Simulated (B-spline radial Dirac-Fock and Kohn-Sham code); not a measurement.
# 1s emission of Tm⁵⁺

System: thulium as Tm⁵⁺, [Kr] 4d10 4f11 5s2 5p5.

Method: independent-particle radiative and Coulomb Auger rates from relativistic LDA hole-state orbitals, with Dirac-Fock energies. Computed with a radial finite-basis atomic code.

```csv
line,multipole,energy (eV),width (meV),share (%)
K-L2,E1,49768.6,8070,28.9
K-L3,E1,50737.5,14300,51.2
K-M2,E1,57292.3,1480,5.30
K-M3,E1,57499.8,2870,10.3
K-M4,E2,57871.2,27.6,0.0990
K-M5,E2,57915.4,35.6,0.128
K-N2,E1,59000.5,332,1.19
K-N3,E1,–,646,2.32
K-N4,E2,59195.7,6.47,0.0232
K-N5,E2,59204.2,8.32,0.0298
K-O2,E1,59366.1,45.6,0.164
K-O3,E1,59373.5,88.7,0.318
```

The listed lines hold 100.0 % of the radiative rate. A dash stands for an energy that rests on an unreliable hole state. The radiative width is 27.9 eV in the length form and 28.5 eV in the velocity form; the two differ because the transition energies are not eigenvalue differences of the potential that gave the orbitals. Kα2/Kα1 is 0.565 and Kβ/Kα is 0.248.
